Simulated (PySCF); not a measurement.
Shapes and spin states of V2Se

All numbers come from PBE0 in PySCF with Se def2-SVP, V def2-SVP; no relativity; density-fitted integrals.

Relaxations began from a few typed shapes and spin states; open shells are unrestricted. The search is not exhaustive: other isomers or separated fragments can lie lower, and high-lying points may rest on an excited occupation.

Problem. Order these stationary points by electronic energy, lowest first, in kJ/mol from the lowest minimum.
A. broken-symmetry Ms = 3 (⟨S²⟩ 12.90) C∞v: Se–V 2.332 Å, Se–V 2.403 Å; V–Se–V 180.0°
B. septet C2v: Se–V 2.404 Å (×2), V–V 2.627 Å; Se–V–V 56.9° (×2), V–Se–V 66.2°
C. nonet C2v: Se–V 2.390 Å (×2), V–V 3.280 Å; Se–V–V 46.7° (×2), V–Se–V 86.7°

Solution. B (0.0), C (6.7), A (123.1).

Problem. Which of them are minima?

Solution. By energy in kJ/mol, 0.0: minimum; 6.7: minimum; 123.1: not settled, its softest mode being under 30 cm⁻¹.

For the lowest minimum: open d and f shells are described by one determinant, and the ground state may have another occupation or spin.

The electron or spin density has lower symmetry than the nuclear frame for the broken-symmetry Ms = 3 (⟨S²⟩ 12.90) C∞v at 123.1 kJ/mol.
